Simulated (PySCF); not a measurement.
Species: C2H10AlAs.
Bonds: C1–Al2, Al2–As3, As3–C4. Hydrogens: H5, H6, H7 on C1; H8, H9 on Al2; H10, H11 on As3; H12, H13, H14 on C4.

Computed by this run: PBE0-D3(BJ)/def2-SVP geometry optimisation, gas phase in PySCF 2.14.0; density fitting, grid level 1; the optimiser is geomeTRIC in internal coordinates, started from a GFN2-xTB structure with every atom displaced at random (about 0.01 Å).

Step 3: E = -69650.8807 eV
```
atom  x, y, z in Å  |  force x, y, z in eV/Å
C1     -2.8287    0.2332    0.3411    0.135  -0.035   0.075
Al2    -1.1433   -0.6379   -0.2052    0.169   0.080   0.036
As3     0.9757    0.5788    0.8895   -0.227  -0.124  -0.019
C4      2.5420   -0.1863    0.0354    0.139   0.048  -0.095
H5     -2.6370    1.1569    0.9133   -0.062   0.012  -0.032
H6     -3.4358   -0.4248    0.9846   -0.012   0.020  -0.026
H7     -3.4298    0.5050   -0.5408   -0.035   0.032   0.020
H8     -0.6333   -0.5132   -1.7259    0.014   0.005   0.045
H9     -0.5606   -1.8929    0.6263   -0.054  -0.055  -0.053
H10     1.2251    0.1431    2.3161   -0.031   0.044   0.021
H11     1.4241    2.0174    1.0569    0.005   0.016  -0.029
H12     2.3434   -1.2483   -0.1673   -0.006   0.040   0.023
H13     2.7187    0.3336   -0.9164   -0.084  -0.042  -0.024
H14     3.4323   -0.0794    0.6645    0.049  -0.040   0.059
```

Step 4: E = -69650.8958 eV
```
atom  x, y, z in Å  |  force x, y, z in eV/Å
C1     -2.8126    0.2440    0.3534    0.133  -0.019   0.040
Al2    -1.1395   -0.6390   -0.2158    0.139   0.010   0.071
As3     0.9627    0.5452    0.8870   -0.185  -0.046  -0.077
C4      2.5526   -0.1886    0.0447    0.123   0.058  -0.032
H5     -2.6136    1.1541    0.9443   -0.052   0.015  -0.020
H6     -3.4252   -0.4220    0.9823   -0.023   0.011  -0.014
H7     -3.4128    0.5418   -0.5209   -0.034   0.024   0.021
H8     -0.6279   -0.4970   -1.7330    0.016   0.016   0.022
H9     -0.5922   -1.9321    0.5838   -0.055  -0.042  -0.060
H10     1.2144    0.1600    2.3273   -0.009   0.039   0.013
H11     1.3521    2.0065    1.0043    0.022  -0.018  -0.001
H12     2.3871   -1.2610   -0.1275   -0.007   0.020   0.014
H13     2.7033    0.3102   -0.9226   -0.080  -0.038  -0.015
H14     3.4444   -0.0371    0.6647    0.012  -0.030   0.038
```

Task: Estimate the geometry and energy of step 5. (The exact step hangs on the optimiser's Hessian estimate; all steps are aligned on step 4, rigid shifts and turns removed.)

Result: E = -69650.9174 eV, largest force 0.159 eV/Å
```
atom  x, y, z in Å  |  force x, y, z in eV/Å
C1     -2.7572    0.2633    0.3898    0.033   0.032  -0.023
Al2    -1.1203   -0.6503   -0.2416   -0.052  -0.143   0.047
As3     0.9218    0.4805    0.8684    0.043   0.091  -0.033
C4      2.5640   -0.1919    0.0745    0.027   0.003   0.041
H5     -2.5454    1.1337    1.0330   -0.001   0.002   0.014
H6     -3.3941   -0.4206    0.9732   -0.017  -0.004   0.013
H7     -3.3556    0.6363   -0.4577   -0.007  -0.010   0.002
H8     -0.5993   -0.4394   -1.7462    0.020   0.042  -0.019
H9     -0.6750   -2.0439    0.4458   -0.032   0.005  -0.044
H10     1.1870    0.2302    2.3351   -0.015   0.014   0.017
H11     1.1952    1.9708    0.8670    0.024  -0.011   0.028
H12     2.4715   -1.2830   -0.0066    0.016  -0.014  -0.002
H13     2.6523    0.2313   -0.9347    0.001  -0.017  -0.010
H14     3.4479    0.0681    0.6722   -0.039   0.010  -0.030
```

The energy changes by -0.0216 eV. The first-order estimate −F·Δx gives -0.0409 eV and the mean of the old and new forces, exact on a quadratic surface, -0.0224 eV. The step makes an angle of 75° with the force vector and moves no atom by more than 0.212 Å.

The cost below is that of the whole optimisation. The run took 2.4 min wall on an Arm Neoverse N1 with one thread, shared host with 64 logical CPUs at a one-minute load of 55, and the process peaked at 0.53 GiB of memory.
